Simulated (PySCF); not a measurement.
Compound: C3H4F2O2S.
Atom-mapped SMILES: `[O:1]=[S:2]1(=[O:3])[C@H:4]([F:5])[CH2:6][C@@H:7]1[F:8]`

Definitions: NICS(0) = −σiso at the ring centroid; NICS(1) = −σiso and NICS(1)zz = −σzz at ±1 Å along the ring normal z. Level: GIAO PBE0/pcSseg-1 (PySCF, non-relativistic, gas phase) on the GFN2-xTB geometry, one conformer.

Ring bond lengths (Å), with Mayer bond orders in brackets: S2–C4 1.874 (0.77), C4–C6 1.526 (1.01), C6–C7 1.526 (1.01), C7–S2 1.875 (0.77).

What do the NICS probes read (ppm)?

| ring | type | NICS(0) | NICS(1), two faces | NICS(1)zz, two faces | rms pucker (Å) | centre to ring atoms, mean (Å) |
| --- | --- | --- | --- | --- | --- | --- |
| S2–C4–C6–C7 | 4-membered ring with S; formal bonds all single | -5.2 | -4.2 / -1.3 | -4.7 / 2.1 | 0.08 | 1.20 |

What can be read from them?

- S2–C4–C6–C7: mean NICS(1)zz -1.3 ppm, near zero. S2, C4, C6, C7 have four or more neighbours, and the NICS criterion for π rings isn't applied. The two faces differ by 6.8 ppm, so no symmetry operation interchanges them.
